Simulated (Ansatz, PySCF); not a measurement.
System: H2N (anion, charge -1), singlet: symmetric bend, bond length relaxed. Scanned: H-N-H angle. Other coordinates (N-H bond length) were minimised at B3LYP/def2-TZVP.

Levels: RHF/def2-TZVPD (PySCF); CCSD(T)/aug-cc-pVQZ = CCSD(T) on RHF/aug-cc-pVQZ, frozen core (Ansatz, an electronic-structure program).

Energies relative to the lowest point of each profile, in kcal/mol:

```csv
a / °,RHF
180,37.1
167,34.4
157,29.1
147,22.1
137,14.6
127,7.8
117,2.7
107,0.0
97,0.4
87,4.2
67,23.2
60,33.5
```

Task: What does CCSD(T)/aug-cc-pVQZ give at the same points?

Result: 180: 32.2; 167: 29.9; 157: 25.5; 147: 19.5; 137: 13.1; 127: 7.2; 117: 2.6; 107: 0.0; 97: 0.0; 87: 3.0; 67: 19.2; 60: 28.4 (kcal/mol).
